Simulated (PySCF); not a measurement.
**Dipole response of Ta(57+) (tantalum, charge +57)**

[Ne] 3s2 3p4, high-spin 3P determinant. Calculation: PySCF 2.14, in an even-tempered Gaussian basis (17 s from 14 bohr⁻², ratio 2.5; 12 p from 18 bohr⁻², ratio 2.5; 4 d from 76 bohr⁻², ratio 2.7; 4 f from 110 bohr⁻², ratio 2.7); scalar relativity by spin-free X2C-1e. Coupled (time-dependent) response in atomic units; α is the mean over directions.

| method | mean α (bohr³) | α xx, yy, zz | C₆ (like pair) | S(−4) |
| --- | --- | --- | --- | --- |
| UHF | 0.001869 | 0.002264, 0.001079, 0.002264 | 6.833e-05 | 4.506e-06 |
| PBE0 | 0.001862 | 0.002249, 0.001088, 0.002249 | 6.793e-05 | 4.512e-06 |

S(−4) is the Cauchy moment in α(ω) = α(0) + S(−4) ω² + …

Spin-orbit coupling is absent.

α(iu) at UHF:

| u (hartree) | α(iu) (bohr³) |
| --- | --- |
| 0 | 0.001869 |
| 3.00 | 0.001829 |
| 6.00 | 0.001724 |
| 12.0 | 0.001427 |
| 18.0 | 0.001144 |
| 24.0 | 0.0009200 |
| 30.0 | 0.0007528 |
| 45.0 | 0.0004983 |
| 60.0 | 0.0003677 |
| 90.0 | 0.0002445 |
| 150 | 0.0001527 |

A single London oscillator, α(iu) = α/(1 + u²/ω²), gives C₆ = (3/4) ω α². Matching the computed C₆ needs ω = 4 × 6.833e-05 / (3 × 0.001869²) = 26.1 hartree.

For an ion, C₆ is the dispersion term alone; charge-induced terms of lower order in 1/R come first.

The components differ because the open shell of this determinant is not spherical; for a pure term their mean is the scalar polarisability.

Spin-orbit coupling is strong in this species (close to jj coupling), so the high-spin LS determinant is a model state, not a physical level.
